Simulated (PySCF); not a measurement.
## Two-component Hartree-Fock for Ir⁵⁸⁺ (iridium, charge +58)

Start: [Ar] 3d1; 3d5/2 filled at m_j = +5/2. Calculated with PySCF 2.14 in an even-tempered Gaussian basis (15 s from 18 bohr⁻², ratio 2.8; 12 p from 23 bohr⁻², ratio 2.8; 8 d from 23 bohr⁻², ratio 2.8; 3 f from 70 bohr⁻², ratio 3): generalised Hartree-Fock with the X2C-1e Hamiltonian and a Gaussian nucleus; one run each with spin-orbit coupling (SO) screened by Boettger's factors, then bare. This is a chosen level, not necessarily the ground level.

| spinor shell | electrons | ε, screened SO (eV) | ε, bare SO (eV) | weight of nominal j (bare SO) | rms radius, bare SO (bohr) |
| --- | --- | --- | --- | --- | --- |
| 1s1/2 | 2 | -80786.7 | -80785.5 | 1.000 | 0.0197 |
| 2s1/2 | 2 | -17678.4 | -17678.1 | 1.000 | 0.0788 |
| 2p1/2 | 2 | -17117.7 | -17156.2 | 1.000 | 0.0666 |
| 2p3/2 | 4 | -15463.5 | -15451.8 | 1.000 | 0.0743 |
| 3s1/2 | 2 | -6829.5 | -6829.4 | 1.000 | 0.194 |
| 3p1/2 | 2 | -6600.9 | -6610.6 | 1.000 | 0.183 |
| 3p3/2 | 4 | -6181.3 | -6178.2 | 1.000 | 0.197 |
| 3d5/2 | 1 | -5821.9 | -5816.5 | 1.000 | 0.171 |

```
   quantity   screened SO       bare SO
E (hartree)  -14374.03810  -14375.25441
        M_J           5/2           5/2
       ⟨J²⟩         8.751         8.751
       ⟨L²⟩         6.068         6.072
       ⟨S²⟩         0.817         0.821
```

Each row is a mean over spinors that exchange with the open shell spreads, by up to 28.652 eV (3p3/2).

Breit and QED terms are absent; they matter most for the inner s and p1/2 levels.

Densities and radii are taken from the X2C orbitals without a picture-change correction, which distorts them close to the nucleus.
